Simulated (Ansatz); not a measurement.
C2H6ClF3MoO2, SMILES `C[O][Mo]([F])([F])([F])([Cl])[O]C`, relaxed with RKS PBE0-D4/def2-TZVP in Ansatz 0.2.0 from a GFN2-xTB geometry. The force threshold is 0.005 eV/Å; the program also tests the step.

The species carries charge 0 and has multiplicity 1. Mo: def2 effective core potential.

Start:

```xyz
15

C     1.946   -1.761   -0.188
O     0.984   -0.799    0.036
Mo    0.104    0.458    0.817
F    -0.969   -0.718    1.675
F     1.123    1.744    0.058
F    -0.719    1.763    1.735
Cl    1.548    0.340    2.509
O    -1.094    0.643   -0.441
C    -2.166    1.015   -1.218
H     1.471   -2.743   -0.299
H     2.628   -1.773    0.677
H     2.507   -1.521   -1.100
H    -3.091    0.655   -0.749
H    -2.198    2.111   -1.286
H    -2.075    0.586   -2.224
```

(1) By how much does the energy fall, and how many steps does the optimiser take? (An estimate is asked.)

(2) Which bonds change most? (Best estimate.)

(3) Give the relaxed structure. (Estimate.)

## Answers

(1) Computed: 0.66 eV, in 33 steps, 2 of them rejected.

(2) The calculation gave: Mo3–Cl7 from 2.229 to 2.316 Å; O2–Mo3 from 1.722 to 1.809 Å; Mo3–O8 from 1.746 to 1.821 Å; Mo3–F6 from 1.794 to 1.860 Å.

(3) Ansatz gave: 
```xyz
15

C     2.142   -1.790   -0.027
O     0.887   -1.182   -0.002
Mo    0.086    0.359    0.504
F    -1.362   -0.418    1.381
F     1.529    1.215   -0.298
F    -0.410    2.066    1.054
Cl    1.189    0.208    2.535
O    -1.065    0.560   -0.893
C    -2.350    1.099   -1.022
H     2.058   -2.759   -0.522
H     2.486   -1.916    1.005
H     2.838   -1.143   -0.568
H    -3.042    0.508   -0.413
H    -2.342    2.133   -0.663
H    -2.643    1.060   -2.072
```
